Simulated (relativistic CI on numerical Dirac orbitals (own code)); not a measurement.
**Ir2+: 5p photoemission**

Computed with this model: Dirac-Coulomb-Breit CI, KLI orbitals optimised for each configuration, a model potential for QED, valence Slater integrals scaled by 0.8, multiplet model of photoemission in the sudden approximation; configurations [Xe] 4f14 5d7 → [Kr] 4d10 4f14 5s2 5p5 5d7; 300 K; Lorentzian 1.5 eV and Gaussian 0.6 eV FWHM. Energies are those of the free ion, without screening or charge transfer. The energies are binding energies and can lie tens of eV above those of solids. S is read from ⟨S²⟩ = S(S + 1).

Field parameters in Wybourne normalisation: Oh B⁴₀ = 21Dq, B⁴₄ = √(5/14) B⁴₀. The field is a parameter set, without covalency.

free ion: ground-state S = 1.39, centroid 82.63 eV. Peaks (eV, height): 74.0 (100), 75.8 (93), 79.8 (35), 81.4 (40), 83.8 (34), 93.4 (65), 95.4 (58).

Oh, 10Dq = 5500 cm⁻¹: ground-state S = 1.43, centroid 82.64 eV. Peaks (eV, height): 74.2 (100), 75.8 (84), 78.6 (34), 79.8 (35), 81.8 (37), 93.2 (57), 95.6 (48).

Oh, 10Dq = 15250 cm⁻¹: ground-state S = 0.93, centroid 82.74 eV. Peaks (eV, height): 75.6 (100), 93.6 (49).

Oh, 10Dq = 24950 cm⁻¹: ground-state S = 0.63, centroid 82.83 eV. Peaks (eV, height): 75.8 (100), 79.4 (38), 92.0 (46).

Oh, 10Dq = 34700 cm⁻¹: ground-state S = 0.56, centroid 82.86 eV. Peaks (eV, height): 76.2 (100), 79.8 (34), 92.0 (49), 96.2 (15).

Oh, 10Dq = 44400 cm⁻¹: ground-state S = 0.53, centroid 82.88 eV. Peaks (eV, height): 76.4 (100), 79.4 (37), 92.0 (48), 97.4 (10).

Strongest unbroadened transitions for Oh, 10Dq = 44400 cm⁻¹:

| Energy (eV) | Relative strength |
| --- | --- |
| 75.64 | 33.3 |
| 75.99 | 100.0 |
| 76.44 | 66.6 |
| 76.56 | 99.4 |
| 77.43 | 30.1 |
| 77.52 | 94.0 |
| 79.55 | 52.1 |
| 79.83 | 10.7 |
| 80.52 | 17.0 |
| 80.86 | 7.2 |
| 91.58 | 7.6 |
| 91.83 | 47.8 |
| 92.02 | 64.8 |
| 92.83 | 9.4 |
| 93.33 | 26.9 |
| 93.70 | 50.2 |
| 97.29 | 6.3 |
| 97.82 | 12.3 |
